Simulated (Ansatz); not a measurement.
Two isomers of CH8B2N2: A = `BNB(C)N`, B = `BNBNC`.

Program: Ansatz. Geometries: PBE0-D4/def2-TZVP. ΔE: electronic, gas phase. CCSD(T)/CBS adds triple-zeta CCSD(T) − MP2 to the extrapolated MP2 energy (def2 sets, frozen cores). Functionals use def2-TZVPP. Each species was taken in one conformer, which may not be the lowest.

A:

```xyz
13

B     0.2391    1.5799    1.5122
N     0.3354    0.2876    0.9913
B    -0.0770   -0.2160   -0.3164
C     0.1459   -1.7401   -0.6473
N    -0.6560    0.6536   -1.2453
H     0.6340    1.8101    2.6196
H    -0.2400    2.4586    0.8495
H     0.7461   -0.4077    1.5973
H    -0.3685   -2.3761    0.0811
H    -0.2041   -2.0279   -1.6407
H     1.2083   -1.9992   -0.5842
H    -0.9532    0.3470   -2.1530
H    -0.8100    1.6304   -1.0641
```

B:

Z-matrix (Å, degrees):
```
C
N 1 1.445
H 1 1.090 2 110.3
H 1 1.095 2 112.5 3 120.2
H 1 1.092 2 110.1 3 -119.1
B 2 1.394 1 130.3 3 -27.4
H 2 1.006 1 113.8 3 151.1
N 6 1.452 2 125.3 1 -4.8
H 6 1.200 2 116.9 1 173.9
B 8 1.402 6 132.0 2 -27.6
H 8 1.010 6 112.6 2 162.1
H 10 1.195 8 120.6 6 4.0
H 10 1.199 8 118.9 6 -174.6
```

Which is lower in electronic energy at CCSD(T)/CBS, and by how much? (An estimate is asked.)

Computed: A, by 21.1 kcal/mol.

Give E(B) − E(A) in kcal/mol with CCSD(T)/def2-SVP, r2SCAN-D4, PBE-D4, CCSD/def2-TZVPP, HF/def2-TZVPP, LDA (SPW92), B2PLYP. (Best estimate.)

Computed: CCSD(T)/def2-SVP 18.3, r2SCAN-D4 21.8, PBE-D4 20.3, CCSD/def2-TZVPP 20.8, HF/def2-TZVPP 20.4, LDA (SPW92) 20.6, B2PLYP 20.6. None reverses the order clearly.

Does the order hold for the free energy at 298.15 K (harmonic terms from PBE0-D4)? (An estimate is asked.)

Computed: Yes: G(B) − G(A) = +21.7 kcal/mol, for one conformer each.

Largest T1 diagnostic: 0.013.

From BLYP to BHLYP (50 % exact exchange), in def2-TZVPP and without D4, E(B) − E(A) moves by +1.1 kcal/mol. Leaving LDA and LC-ωPBE aside and taking each functional with its dispersion term where it has one, the values, not all of them listed here, spread over 3.2 kcal/mol, from BLYP-D4 to B97M-V.
